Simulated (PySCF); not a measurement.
**Spin-rotation constants: `Cc1c[n]([GeH3])nc1F`, C4H7FGeN2**

Geometry:
```csv
atom,x (Å),y (Å),z (Å)
C1,-2.541,0.251,0.593
C2,-1.150,-0.010,0.132
C3,0.046,0.471,0.618
N4,1.049,-0.040,-0.126
Ge5,2.882,0.086,-0.238
N6,0.565,-0.839,-1.092
C7,-0.739,-0.822,-0.941
F8,-1.539,-1.527,-1.739
H9,-3.214,-0.494,0.177
H10,-2.873,1.236,0.266
H11,-2.597,0.217,1.680
H12,0.251,1.132,1.438
H13,3.364,-1.319,-0.291
H14,3.314,0.824,0.989
H15,3.179,0.842,-1.487
```

Computed, not measured: GIAO PBE/pcSseg-1 magnetisability, rotational g tensor and spin-rotation constants, non-relativistic, gas phase (PySCF 2.14.0). Geometry: GFN2-xTB.

The calculation is non-relativistic, which matters for the atoms heavier than Zn.

(1) Give the nuclear spin-rotation constants along the inertial axes (H = +C I·J) beside the isotropic shieldings.

(2) How do the rotational constants and the g tensor change when H9, H10, H11, H12, H13, H14, H15 are replaced by deuterium?

## Answers

(1) Rotational constants 3.6269, 0.7045, 0.5964 GHz. A star marks the isotopologue with that one atom substituted, in its own axes.
```
atom  isotope  Caa (kHz)  Cbb (kHz)  Ccc (kHz)  mean (kHz)  σ (ppm)
  N4      14N      0.593      0.078      0.040       0.237     66.4
  N6      14N      0.781      0.144      0.042       0.323    -45.4
  F8      19F      5.224      0.809      0.204       2.079    300.9
  H9       1H     -0.074     -0.041     -0.061      -0.059     29.4
 H10       1H     -0.358     -0.062      0.002      -0.139     29.5
 H11       1H     -0.386     -0.017     -0.031      -0.145     29.5
 H12       1H     -0.296      0.063     -0.067      -0.100     24.6
 H13       1H     -0.308     -0.025     -0.010      -0.114     26.5
 H14       1H     -0.246      0.011     -0.053      -0.096     26.7
 H15       1H     -0.303     -0.052      0.012      -0.114     26.5
  C1     13C*      0.479      0.100      0.073       0.217    174.5
  C2     13C*      1.257      0.254      0.083       0.531     76.9
  C3     13C*      1.229      0.312      0.114       0.551     48.8
 Ge5    73Ge*     -0.918     -0.214     -0.178      -0.437   1420.9
  C7     13C*      1.463      0.318      0.176       0.652      9.1
```
For the geometry as given, no vibrational averaging.

(2) Constants 3.1484, 0.6479, 0.5482 GHz; g -0.0447, -0.0099, 0.0006, against -0.0512, -0.0108, 0.0007 before.
